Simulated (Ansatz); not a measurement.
Ansatz (a program for electronic structure) input (CCSD(T)/def2-SVPD):

Ansatz 0.2 input:
```yaml
crystal:
  periodic: [false, false, false]
  atoms:
    - {symbol: Ge, position_ang: [0.00319734, -0.00156777, 0.93712718]}
    - {symbol: I, position_ang: [1.07271615, -1.87185257, -0.28970187]}
    - {symbol: I, position_ang: [-1.07464661, 1.87279915, -0.27611076]}
basis:
  gaussian:
    orbitals: def2-SVPD
total_charge: 1
magnetization: {spin_polarized: true, initial_magnetization: 1}
correlation: {method: ccsd_t, electrons: outside_noble_gas}
output: {forces: true}
```

End of the output:

```
cycle   6  -7.89465880 eV  change   -5.9e-4 eV  update   4.3e-4
cycle   7  -7.89464041 eV  change    1.8e-5 eV  update   1.4e-4
cycle   8  -7.89462238 eV  change    1.8e-5 eV  update   5.7e-5
cycle   9  -7.89459969 eV  change    2.3e-5 eV  update   2.4e-5
cycle  10  -7.89459237 eV  change    7.3e-6 eV  update   9.3e-6
cycle  11  -7.89459151 eV  change    8.7e-7 eV  update   3.4e-6
cycle  12  -7.89459078 eV  change    7.2e-7 eV  update   1.4e-6
cycle  13  -7.89459083 eV  change   -4.5e-8 eV  update   5.7e-7
perturbative correction -0.35860887 eV, -0.0131786330 hartree
the calculation of the forces begins
Total energy: -72613.28997686 eV, -2668.4891875938 hartree
Atom 0 at     0.003197    -0.001568     0.937127 Å, force    -0.000019     0.000009    -0.005548 eV/Å
Atom 1 at     1.072716    -1.871853    -0.289702 Å, force     0.029829    -0.052005     0.002585 eV/Å
Atom 2 at    -1.074647     1.872799    -0.276111 Å, force    -0.029810     0.051995     0.002963 eV/Å
Dipole moment:     0.000775    -0.000380     0.227089 e Å
```
